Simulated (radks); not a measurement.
Values are calculated unless marked as measured or tabulated.
Task: Ionisation of Sb, [Kr] 4d10 5s2 5p3, to Sb+, [Kr] 4d10 5s2 5p2, under several functionals. Scalar-relativistic Kohn-Sham, spin-polarised, spherical densities, finite nucleus; open shells are filled with parallel spins first (spin-orbit coupling, left out, can overturn this in heavy ions); a radial shooting solver on a logarithmic mesh with Libxc functionals. Known Delta-SCF values: AM05 8.941 eV; B86b exchange with PBE correlation 8.980 eV; RPBE 8.945 eV. What does LDA (Slater exchange, Perdew-Wang correlation) give, and what is its highest occupied eigenvalue?

Result: 9.044 eV by Delta-SCF; the 5p eigenvalue is -5.520 eV. NIST: 8.608 eV (measured).
